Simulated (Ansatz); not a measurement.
System (SMILES): F[SiH] (F-SiH) (closed-shell singlet).
Atoms: Si1, H2, F3. Bonds: Si1-H2, Si1-F3.

How fast the optimised Si1-H2 bond length converges with the basis for several methods (Ansatz, a program for electronic structure): deviation from each method's own reference, in Å. References: B3LYP 1.5360 Å, the value in aug-pcseg-3; HF 1.5188 Å, the value in aug-pcseg-3; MP2 1.5213 Å, the value in aug-cc-pV(Q+d)Z; PBE 1.5542 Å, the value in aug-pcseg-3. Cartesian d functions, on some or all atoms, in 6-311G**, 6-311+G**; all else is spherical. In correlated methods cores are frozen. A restricted Hartree-Fock determinant is unstable towards unrestricted orbitals. No added dispersion term, no relativity. The reference of a correlated method is not its basis-set limit, which lies further on.

```json
[
 {"basis": "def2-SVP", "functions": "37", "B3LYP": "0.0119", "HF": "0.0023", "MP2": "0.0045", "PBE": "0.0116"},
 {"basis": "cc-pV(D+d)Z", "functions": "42", "B3LYP": "0.0124", "HF": "0.0033", "MP2": "0.0078", "PBE": "0.0123"},
 {"basis": "6-311G**", "functions": "51", "B3LYP": "0.0064", "HF": "-0.0005", "MP2": "0.0002", "PBE": "0.0068"},
 {"basis": "6-311+G**", "functions": "59", "B3LYP": "0.0016", "HF": "-0.0034", "MP2": "-0.0038", "PBE": "0.0017"},
 {"basis": "cc-pV(T+d)Z", "functions": "83", "B3LYP": "0.0012", "HF": "0.0008", "MP2": "0.0016", "PBE": "0.0015"},
 {"basis": "aug-cc-pV(T+d)Z", "functions": "124", "B3LYP": "0.0005", "HF": "0.0007", "MP2": "0.0018", "PBE": "0.0006"},
 {"basis": "def2-QZVPP", "functions": "157", "B3LYP": "0.0002", "HF": "-0.0004", "MP2": "-0.0005", "PBE": "0.0001"},
 {"basis": "aug-cc-pV(Q+d)Z", "functions": "215", "B3LYP": "-0.0015", "HF": "-0.0005", "MP2": "0.0000", "PBE": "-0.0017"}
]
```

Mean absolute deviation over 6-311G**, 6-311+G**, cc-pV(T+d)Z, aug-cc-pV(T+d)Z: HF 0.0013, MP2 0.0019, B3LYP 0.0024, PBE 0.0027 Å.
